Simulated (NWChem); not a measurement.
# C₂HClF₂Si; SMILES C#C[Si](F)(F)Cl

```xyz
7

C      0.9861    -2.6903     0.0000
C      0.4490    -1.6002     0.0000
Si    -0.3359     0.0226     0.0000
F     -1.2738     0.1832     1.2883
F     -1.2738     0.1832    -1.2883
Cl     1.0329     1.5168     0.0000
H      1.4607    -3.6567     0.0000
```
Atoms are numbered in this order, from 1.

All runs: NWChem. Pople sets run with spherical d functions. Medium grid unless said otherwise, to which SCAN and Minnesota functionals are sensitive. Coordinates come from a PBE0/def2-SVP optimisation. Total energies of different functionals are on different scales.

```
level                                                             energy (Ha)  highest occupied level (eV)  orbital gap (eV)  dipole (D)
----------------------------------------------------------------  -----------  ---------------------------  ----------------  ----------
B3LYP/6-31G*                                                       -1026.2942                        -8.58              7.76        2.61
PBE/6-31G*                                                         -1025.6343                        -7.57              5.98        2.47
revPBE/6-31G*                                                      -1026.0218                        -7.52              6.01        2.45
LDA (Slater exchange, PW92)/6-31G*                                 -1021.6291                            ?                 ?           ?
LRC-wPBEh/6-31G*                                                   -1025.7417                       -10.84             11.88        2.66
M06/6-31G*                                                         -1026.1181                        -8.96              8.29        2.70
N12/6-31G*                                                         -1026.1453                        -7.42              5.96        2.62
Hartree-Fock/6-31G*                                                -1023.7268                       -11.78             14.91        3.00
MPW1K/6-31G*                                                       -1026.2040                        -9.91              9.86        2.78
CAM-B3LYP/6-31G*                                                   -1026.1945                       -10.23             10.79        2.65
LC-wPBE (HJS exchange hole, range parameter 0.4 per bohr)/6-31G*   -1025.8000                       -11.79             13.46        2.64
```

Problem. Complete the blanks.

Solution. 
- LDA (Slater exchange, PW92)/6-31G*, highest occupied level (eV): -7.74
- LDA (Slater exchange, PW92)/6-31G*, orbital gap (eV): 5.91
- LDA (Slater exchange, PW92)/6-31G*, dipole (D): 2.53
